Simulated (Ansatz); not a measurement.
Ni3H4 (the lowest singlet isomer of a short search), 7 atoms. Hardware: 2 threads of Arm Neoverse V2 on a shared host.

The 6-31G sets use Cartesian d functions. Correlated methods freeze 15 core orbitals; core or outer-core shells of Ni are correlated, in sets that lack core-valence functions.

Task: How many basis functions does each of these Ansatz runs have, and roughly what does it cost? HSE06-D4/def2-TZVP, charge 0 singlet, energy and forces, from earlier orbitals; B3LYP-D4/6-31G, charge 0 singlet, energy; PBE-D4/def2-TZVPD, charge 0 singlet, energy, from earlier orbitals; PBE0-D4/def2-TZVPD, charge 0 singlet, energy, from earlier orbitals; B2PLYP/def2-TZVP, charge 0 singlet, energy, from earlier orbitals; r2SCAN-D4/def2-TZVP, charge 0 singlet, energy, from earlier orbitals; r2SCANh-D4/def2-TZVP, charge 0 singlet, energy, from earlier orbitals; PBE-D4/def2-TZVP, charge 0 singlet, energy, from earlier orbitals; PBE0-D4/def2-TZVP, charge 0 singlet, energy, from earlier orbitals; PBE0-D4/def2-SVP, charge 0 singlet, energy, from earlier orbitals; HF/STO-3G, charge 0 singlet, energy; revPBE-D4/def2-TZVP, charge 0 singlet, energy, from earlier orbitals.

Result: Other jobs shared the machine, so times can vary by a factor of up to 3. A dash marks memory too small to be measured apart from the calling script's.

| run | functions | fitting or Cholesky vectors | wall time | peak host memory (GiB) |
| --- | --- | --- | --- | --- |
| HF/STO-3G, charge 0 singlet, energy | 58 | 529 | 1.8 s | – |
| PBE-D4/def2-TZVP, charge 0 singlet, energy, from earlier orbitals | 159 | 1517 | 3.8 s | – |
| revPBE-D4/def2-TZVP, charge 0 singlet, energy, from earlier orbitals | 159 | 1517 | 3.9 s | – |
| PBE-D4/def2-TZVPD, charge 0 singlet, energy, from earlier orbitals | 180 | 1590 | 5.5 s | – |
| B3LYP-D4/6-31G, charge 0 singlet, energy | 95 | 955 | 6 s | – |
| PBE0-D4/def2-SVP, charge 0 singlet, energy, from earlier orbitals | 113 | 1214 | 6.5 s | – |
| HSE06-D4/def2-TZVP, charge 0 singlet, energy and forces, from earlier orbitals | 159 | 1512 | 8.5 s | – |
| PBE0-D4/def2-TZVP, charge 0 singlet, energy, from earlier orbitals | 159 | 1512 | 9 s | – |
| r2SCAN-D4/def2-TZVP, charge 0 singlet, energy, from earlier orbitals | 159 | 1517 | 9.5 s | – |
| PBE0-D4/def2-TZVPD, charge 0 singlet, energy, from earlier orbitals | 180 | 1911 | 13 s | 0.72 |
| r2SCANh-D4/def2-TZVP, charge 0 singlet, energy, from earlier orbitals | 159 | 1598 | 13 s | 0.56 |
| B2PLYP/def2-TZVP, charge 0 singlet, energy, from earlier orbitals | 159 | 1512 | 14 s | – |
